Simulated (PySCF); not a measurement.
PySCF job for Au2H4S2Si2, SMILES [Au][S][SiH2][SiH2][S][Au], multiplicity 1, TDA-ωB97X/def2-SVPD. Coordinates come from a r2SCAN-D4/def2-SVP optimisation. The multiplicity is an assumed one; no other spin state was optimised. The def2 effective core potentials stand for the cores of Au; spin–orbit coupling is left out. One conformer was computed; it need not be the lowest.

```python
import numpy as np
from pyscf import gto, scf, dft, tdscf

mol = gto.M(
    atom='''
    Au    0.08634178   -4.40660058   -0.00015406
    S    -1.05585231   -2.45696861   -0.00321846
    Si    0.56498720   -1.03586468    0.00369402
    Si   -0.56498720    1.03586468    0.00369401
    S     1.05585231    2.45696861   -0.00321846
    Au   -0.08634178    4.40660058   -0.00015406
    H     1.43700336   -1.13373747   -1.20601809
    H     1.43018969   -1.13762733    1.21796804
    H    -1.43018969    1.13762732    1.21796804
    H    -1.43700336    1.13373747   -1.20601809
    ''',
    basis='def2-SVPD',
    ecp={'Au': 'def2-svp'},
    charge=0,
    spin=0,
    symmetry=True,
    max_memory=1600,
    verbose=4,
)
mf = dft.RKS(mol, xc='wb97x').density_fit(auxbasis='def2-universal-jkfit')
mf.grids.level = 3
mf.conv_tol = 1e-9
mf.max_cycle = 100
mf.kernel()
mf.grids = dft.Grids(mol).set(level=1).build(with_non0tab=True)  # coarser grid for the response kernel
td = tdscf.TDA(mf)
td.singlet = True
td.nstates = 6
td.conv_tol = 1e-4
td.positive_eig_threshold = 1e-6
td.kernel(x0=td.get_init_guess(mf, 11))
td.analyze()
tt = tdscf.TDA(mf)
tt.singlet = False
tt.nstates = 2
tt.conv_tol = 1e-4
tt.positive_eig_threshold = 1e-6
tt.kernel(x0=tt.get_init_guess(mf, 7))
tt.analyze(verbose=3)
```

Program output:

```
PySCF version 2.14.0

[INPUT] verbose = 4
[INPUT] num. atoms = 10
[INPUT] num. electrons = 102
[INPUT] charge = 0
[INPUT] spin (= nelec alpha-beta = 2S) = 0
[INPUT] symmetry True subgroup None
[INPUT] Mole.unit = angstrom
[INPUT] Symbol           X                Y                Z      unit          X                Y                Z       unit  Magmom
[INPUT]  1 Au     0.086341780000  -4.406600580000  -0.000154060000 AA    0.163162317307  -8.327268236550  -0.000291131207 Bohr   0.0
[INPUT]  2 S     -1.055852310000  -2.456968610000  -0.003218460000 AA   -1.995271693889  -4.642997769553  -0.006082007943 Bohr   0.0
[INPUT]  3 Si     0.564987200000  -1.035864680000   0.003694020000 AA    1.067671071885  -1.957500547310   0.006980686099 Bohr   0.0
[INPUT]  4 Si    -0.564987200000   1.035864680000   0.003694010000 AA   -1.067671071885   1.957500547310   0.006980667201 Bohr   0.0
[INPUT]  5 S      1.055852310000   2.456968610000  -0.003218460000 AA    1.995271693889   4.642997769553  -0.006082007943 Bohr   0.0
[INPUT]  6 Au    -0.086341780000   4.406600580000  -0.000154060000 AA   -0.163162317307   8.327268236550  -0.000291131207 Bohr   0.0
[INPUT]  7 H      1.437003360000  -1.133737470000  -1.206018090000 AA    2.715542790480  -2.142453315457  -2.279043891371 Bohr   0.0
[INPUT]  8 H      1.430189690000  -1.137627330000   1.217968040000 AA    2.702666820277  -2.149804085520   2.301626024073 Bohr   0.0
[INPUT]  9 H     -1.430189690000   1.137627320000   1.217968040000 AA   -2.702666820277   2.149804066623   2.301626024073 Bohr   0.0
[INPUT] 10 H     -1.437003360000   1.133737470000  -1.206018090000 AA   -2.715542790480   2.142453315457  -2.279043891371 Bohr   0.0

nuclear repulsion = 658.613152306058
point group symmetry = C2
symmetry origin: [ 2.00040185e-18 -8.51227977e-11  1.02147358e-09]
symmetry axis x: [1.00000000e+00 6.07995059e-10 1.64327766e-09]
symmetry axis y: [ 6.07995059e-10 -1.00000000e+00  4.77731710e-11]
symmetry axis z: [-1.64327766e-09  4.77731679e-11  1.00000000e+00]
num. orbitals of irrep A = 102
num. orbitals of irrep B = 102
number of shells = 84
number of NR pGTOs = 334
number of NR cGTOs = 204
basis = def2-SVPD
ecp = {'Au': 'def2-svp'}


[settings echo left out]
init E= -1625.12913973349
HOMO (B) = -0.692639575335715  LUMO (B) = -0.681322127467018  gap/eV = 0.30796
cycle= 1 E= -1646.9526311957  delta_E= -21.8  |g|= 2.49  |ddm|= 14.7
HOMO (A) = 0.0196253725199699  LUMO (B) = 0.0224122808717808  gap/eV = 0.07584
cycle= 2 E= -1589.57233391731  delta_E= 57.4  |g|= 10.2  |ddm|= 39.9
HOMO (A) = -0.262554836256092  LUMO (B) = -0.107040431033255  gap/eV = 4.23176
cycle= 3 E= -1648.65946844186  delta_E= -59.1  |g|= 0.708  |ddm|= 39.6
HOMO (A) = -0.345274717375713  LUMO (B) = -0.0873762446112953  gap/eV = 7.01777
cycle= 4 E= -1648.85497225001  delta_E= -0.196  |g|= 0.529  |ddm|= 2.33
HOMO (A) = -0.323753779755416  LUMO (B) = -0.0565058026519836  gap/eV = 7.27219
cycle= 5 E= -1648.9166984796  delta_E= -0.0617  |g|= 0.102  |ddm|= 0.751
HOMO (A) = -0.328971267231004  LUMO (B) = -0.0552478384083344  gap/eV = 7.44839
cycle= 6 E= -1648.92288899372  delta_E= -0.00619  |g|= 0.0484  |ddm|= 0.284
HOMO (A) = -0.328884642046778  LUMO (B) = -0.0552444870202891  gap/eV = 7.44613
cycle= 7 E= -1648.92430026061  delta_E= -0.00141  |g|= 0.0173  |ddm|= 0.13
HOMO (A) = -0.327735815427888  LUMO (B) = -0.053322468030629  gap/eV = 7.46717
cycle= 8 E= -1648.92460347496  delta_E= -0.000303  |g|= 0.00682  |ddm|= 0.0709
HOMO (A) = -0.326947940254661  LUMO (B) = -0.0528803175738375  gap/eV = 7.45776
cycle= 9 E= -1648.92465609597  delta_E= -5.26e-05  |g|= 0.00317  |ddm|= 0.0267
HOMO (A) = -0.32678380520658  LUMO (B) = -0.0527831362254148  gap/eV = 7.45594
cycle= 10 E= -1648.9246728659  delta_E= -1.68e-05  |g|= 0.00129  |ddm|= 0.0174
HOMO (A) = -0.326548418223297  LUMO (B) = -0.0527549961907141  gap/eV = 7.45030
cycle= 11 E= -1648.92467657581  delta_E= -3.71e-06  |g|= 0.00034  |ddm|= 0.0105
HOMO (A) = -0.326485797180328  LUMO (B) = -0.0527466929859912  gap/eV = 7.44882
cycle= 12 E= -1648.92467676056  delta_E= -1.85e-07  |g|= 0.000148  |ddm|= 0.002
HOMO (A) = -0.326500319763279  LUMO (B) = -0.0527471972385598  gap/eV = 7.44920
cycle= 13 E= -1648.92467677854  delta_E= -1.8e-08  |g|= 4.97e-05  |ddm|= 0.000495
HOMO (A) = -0.326492147574169  LUMO (B) = -0.0527416268992482  gap/eV = 7.44913
cycle= 14 E= -1648.92467678195  delta_E= -3.41e-09  |g|= 1.27e-05  |ddm|= 0.00027
HOMO (A) = -0.326493825034962  LUMO (B) = -0.0527428997580301  gap/eV = 7.44914
cycle= 15 E= -1648.92467678211  delta_E= -1.56e-10  |g|= 5.31e-06  |ddm|= 4.62e-05
HOMO (A) = -0.326492744071496  LUMO (B) = -0.0527421222951716  gap/eV = 7.44913
Extra cycle  E= -1648.92467678212  delta_E= -1.73e-11  |g|= 3.03e-06  |ddm|= 1.68e-05
converged SCF energy = -1648.92467678212
tot grids = 53216
Overwritten attributes  positive_eig_threshold  of <class 'pyscf.tdscf.rks.TDA'>


******** <class 'pyscf.tdscf.rks.TDA'> for <class 'pyscf.df.df_jk.DFSymAdaptedRKS'> ********
nstates = 6 singlet
deg_eia_thresh = 1.000e-03
wfnsym = None
conv_tol = 0.0001
eigh lindep = 1e-12
eigh level_shift = 0
eigh max_cycle = 100


Excitation energies (eV)
[2.63459584 2.65106318 3.182196   3.31103891 3.72187196 3.73233057]

** Singlet excitation energies and oscillator strengths **
Excited State   1:    B      2.63460 eV    470.60 nm  f=0.0000
      39 -> 52        0.10690
      50 -> 53       -0.44525
      51 -> 52       -0.51599
Excited State   2:    A      2.65106 eV    467.68 nm  f=0.0144
      39 -> 53        0.10728
      50 -> 52       -0.48861
      51 -> 53       -0.47427
Excited State   3:    B      3.18220 eV    389.62 nm  f=0.2796
      34 -> 52       -0.10575
      45 -> 52       -0.20960
      46 -> 53       -0.22081
      48 -> 53       -0.35078
      49 -> 52       -0.49106
Excited State   4:    A      3.31104 eV    374.46 nm  f=0.0000
      34 -> 53        0.12172
      45 -> 53        0.22099
      46 -> 52        0.21216
      47 -> 53        0.12724
      48 -> 52        0.41128
      49 -> 53        0.41529
Excited State   5:    B      3.72187 eV    333.12 nm  f=0.0120
      36 -> 52       -0.10667
      37 -> 53       -0.10014
      41 -> 52       -0.40099
      42 -> 53       -0.40972
      45 -> 52       -0.10369
      46 -> 53        0.15466
      47 -> 52       -0.26696
      48 -> 53       -0.14591
      49 -> 52        0.10754
Excited State   6:    A      3.73233 eV    332.19 nm  f=0.0000
      41 -> 53        0.41865
      42 -> 52        0.45980
      46 -> 52       -0.14712
      47 -> 53        0.19329
      49 -> 53       -0.12065

** Transition electric dipole moments (AU) **
state          X           Y           Z        Dip. S.      Osc.
  1         0.0017     -0.0006      0.0000      0.0000      0.0000
  2         0.0000      0.0000     -0.4711      0.2219      0.0144
  3        -0.3565      1.8600      0.0000      3.5868      0.2796
  4        -0.0000      0.0000      0.0007      0.0000      0.0000
  5        -0.3043     -0.1983      0.0000      0.1319      0.0120
  6        -0.0000      0.0000      0.0009      0.0000      0.0000

WARN: ECP detected. Skipping calculation of transition velocity and magnetic dipole moments, which have not yet been implemented.



******** <class 'pyscf.tdscf.rks.TDA'> for <class 'pyscf.df.df_jk.DFSymAdaptedRKS'> ********
nstates = 2 triplet
deg_eia_thresh = 1.000e-03
wfnsym = None
conv_tol = 0.0001
eigh lindep = 1e-12
eigh level_shift = 0
eigh max_cycle = 100


Excitation energies (eV)
[2.16509075 2.17708495]

** Triplet excitation energies and oscillator strengths **
Excited State   1:    B      2.16509 eV    572.65 nm  f=0.0000
Excited State   2:    A      2.17708 eV    569.50 nm  f=0.0000
```

The run converged.
